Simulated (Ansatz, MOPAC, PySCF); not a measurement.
Molecule: GaI$_{2}$, net charge 1, singlet state. SMILES of the parent species: [I][Ga][I]
Coordinates optimised at B3LYP-D3(BJ)/def2-TZVP (Ansatz, a program for electronic structure):
```
Ga
I 1 2.3869
I 1 2.3869 2 180.00
```
Charge +1, spin multiplicity 1.

Unscaled harmonic wavenumbers (cm⁻¹) in rising order, each level at the stationary point that it reaches from this structure (no distance between atoms moves by over 0.3 Å); the order of modes can differ between levels, and a negative number is imaginary. B3LYP-D3(BJ)/def2-TZVP (PySCF, at the structure above): 67, 67, 170, 377.

PM6 (MOPAC): 66, 66, 165, 354. Zero-point energy 0.9 against 1.0 kcal/mol.

PM7 (MOPAC): 52, 52, 151, 347. Zero-point energy 0.9 against 1.0 kcal/mol.

B3LYP/LANL2DZ (Ansatz): 58, 58, 151, 342. Zero-point energy 0.9 against 1.0 kcal/mol.
